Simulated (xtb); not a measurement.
Mo(O)2(Br)(NH2) (BrH₂MoNO₂), SMILES [Mo](=[O])([Br])(=[O])[NH2], multiplicity 1. All values are semi-empirical tight-binding results from xtb (GFN2-xTB unless named), good for trends rather than for accurate numbers. The structure is a stationary point at GFN2-xTB. The spin state was assumed, not searched. The structure was generated by enumeration; whether it is a known compound was not checked. The values are those of a single conformer.

For metal compounds this method's bond lengths and energies can be far off.

point group as xtb finds it: Cs
orbital gap: 3.73 eV
zero-point energy: 19.1 kcal/mol
G − E(el) at 298.15 K (modified RRHO): -1.6 kcal/mol
